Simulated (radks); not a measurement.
Trend from Rb3+ to Xe3+: ionisation energy by Delta-SCF between NIST ground configurations, and size. Method: scalar-relativistic Kohn-Sham, r2SCAN, spin-unpolarised, spherical densities, finite nucleus; meta-GGA in the generalised Kohn-Sham scheme; Fermi nuclear charge, rms radius of each element as measured or else 0.836 A^(1/3) + 0.57 fm; computed with a radial shooting solver on a logarithmic mesh with Libxc functionals.

species      configuration  configuration of the ion  IE (eV)  NIST (eV)       kind  outermost  <r> outermost (bohr)
Rb3+     [Ar] 3d10 4s2 4p4         [Ar] 3d10 4s2 4p3   53.967       52.2  semi-emp.         4p                  1.57
Sr3+     [Ar] 3d10 4s2 4p5         [Ar] 3d10 4s2 4p4   57.849     56.280  semi-emp.         4p                  1.49
Zr3+              [Kr] 4d1                      [Kr]   33.527     34.418       exp.         4d                  1.82
Nb3+              [Kr] 4d2                  [Kr] 4d1   36.439      37.61       exp.         4d                  1.70
Mo3+              [Kr] 4d3                  [Kr] 4d2   39.183       40.3  semi-emp.         4d                  1.60
Tc3+              [Kr] 4d4                  [Kr] 4d3   41.838         41     theory         4d                  1.51
Ru3+              [Kr] 4d5                  [Kr] 4d4   44.430         45     theory         4d                  1.43
Rh3+              [Kr] 4d6                  [Kr] 4d5   46.974         42     theory         4d                  1.36
Pd3+              [Kr] 4d7                  [Kr] 4d6   49.481         46     theory         4d                  1.30
Ag3+              [Kr] 4d8                  [Kr] 4d7   51.958         49     theory         4d                  1.24
Cd3+              [Kr] 4d9                  [Kr] 4d8   54.410         51     theory         4d                  1.19
In3+             [Kr] 4d10                  [Kr] 4d9   56.841      55.45       exp.         4d                  1.15
Sn3+         [Kr] 4d10 5s1                 [Kr] 4d10   40.366      40.74       exp.         5s                  2.12
Sb3+         [Kr] 4d10 5s2             [Kr] 4d10 5s1   44.151      43.80       exp.         5s                  2.02
Te3+     [Kr] 4d10 5s2 5p1             [Kr] 4d10 5s2   36.247     37.416       exp.         5p                  2.22
I3+      [Kr] 4d10 5s2 5p2         [Kr] 4d10 5s2 5p1   39.432      40.36       exp.         5p                  2.11
Xe3+     [Kr] 4d10 5s2 5p3         [Kr] 4d10 5s2 5p2   42.474       42.2       exp.         5p                  2.01

Reference values: NIST Atomic Spectra Database (exp. = measured, semi-emp. = semi-empirical, theory = theoretical value adopted there). Spin polarisation and multiplet splitting are left out, so open shells lie too high by an amount that depends on their filling. Spin-orbit splitting is averaged out at the scalar-relativistic level.

Beside tabulated values, note that spin-unpolarised runs miss the spin-polarisation part of the exchange energy of open shells.
